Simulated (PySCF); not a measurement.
**Dipole response of Si⁺ (silicon, charge +1)**

[Ne] 3s2 3p1, 2P determinant. Computed with PySCF 2.14 in aug-cc-pVDZ-DK, with the spin-free X2C one-electron Hamiltonian (Gaussian nucleus). Coupled (time-dependent) response in atomic units; α is the mean over directions. A double-zeta set is small for polarisabilities.

```
 method  mean α (bohr³)         α xx, yy, zz  C₆ (like pair)  S(−4)
    UHF           19.57  19.09, 20.53, 19.09           105.6  151.7
    PBE           19.03  18.35, 20.40, 18.35           100.4  145.0
   PBE0           20.00  18.50, 23.01, 18.50           105.9  185.2
wB97X-V           19.13  18.62, 20.15, 18.62           101.7  144.2
```

S(−4) is the Cauchy moment in α(ω) = α(0) + S(−4) ω² + …

α(iu) at UHF:

```tsv
u (hartree)	α(iu) (bohr³)
0	19.57
0.0500	19.20
0.100	18.17
0.200	15.02
0.300	11.70
0.500	6.905
0.750	3.867
1.00	2.406
1.50	1.169
2.00	0.6864
3.00	0.3213
5.00	0.1232
```

A single London oscillator, α(iu) = α/(1 + u²/ω²), gives C₆ = (3/4) ω α². Matching the computed C₆ needs ω = 4 × 105.6 / (3 × 19.57²) = 0.368 hartree.

For an ion, C₆ is the dispersion term alone; charge-induced terms of lower order in 1/R come first.

The components differ because the open shell of this determinant is not spherical; for a pure term their mean is the scalar polarisability.
